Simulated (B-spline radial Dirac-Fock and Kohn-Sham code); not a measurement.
**Sb³⁺: photoemission with 87.3 eV photons**

System: the Sb³⁺ ion in the configuration [Kr] 4d10 5s2.

The computed values come from a radial atomic solver: Dirac-Hartree-Slater photoionisation with all multipoles and Dirac-Fock thresholds. The asymmetry parameter β is from the dipole term alone. Kinetic energies are from the vacuum level.

The last column is dσ/dΩ = σ/(4π) · [1 − (β/2) P₂(cos θ)] at θ = 90° from the beam of unpolarised light.

```
subshell  electrons  binding (eV)  kinetic (eV)  σ (kb)     β  dσ/dΩ (kb/sr)
   4d3/2          4         71.71         15.59    3340  1.11            339
   4d5/2          6         70.47         16.83       ?     ?              ?
      5s          2         41.62         45.68     122  1.95           14.5
```

Task: What are σ and β for 4d5/2?

Result: σ = 4410 kb, the largest of all subshells and 56 % of the total, and β = 1.23, which gives dσ/dΩ = 459 kb/sr.

At such low photon energies correlation between channels can change these cross sections by tens of per cent.
